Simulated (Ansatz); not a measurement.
System: SbCl₃, charge 0, multiplicity 1. 
Geometry from a B3LYP-D3(BJ)/def2-TZVP (Ansatz, a quantum-chemistry and plane-wave program) optimisation:
```
Sb
Cl 1 2.3593
Cl 1 2.3593 2 97.88
Cl 1 2.3593 2 97.88 3 99.14
```
Charge 0, spin multiplicity 1.

Basis-set convergence of Hartree-Fock and CCSD correlation energies (hartree) with Ansatz. Valence correlation only, unless marked. Spin-orbit coupling is left out. Frozen are the shells of the preceding noble gas and the d and f shells that filled before the atom's block. Past Kr the def2 sets carry scalar-relativistic core potentials.

| basis | functions | E(HF) | E(corr, CCSD) |
|---|---|---|---|
| def2-SVPD | 113 | -1617.45582 | -0.56602 |
| def2-TZVPPD | 209 | -1617.92441 | -0.73250 |
| def2-QZVPPD | 325 | -1617.96557 | -0.79432 |

Extrapolating the two largest sets (X = 3 and 4) as X^-3: E(corr) = (64·(-0.79432) - 27·(-0.73250))/37 = -0.8394 Eh, an estimate of the basis-set limit. The largest set recovers 94.6 % of it, the smallest 67.4 %.
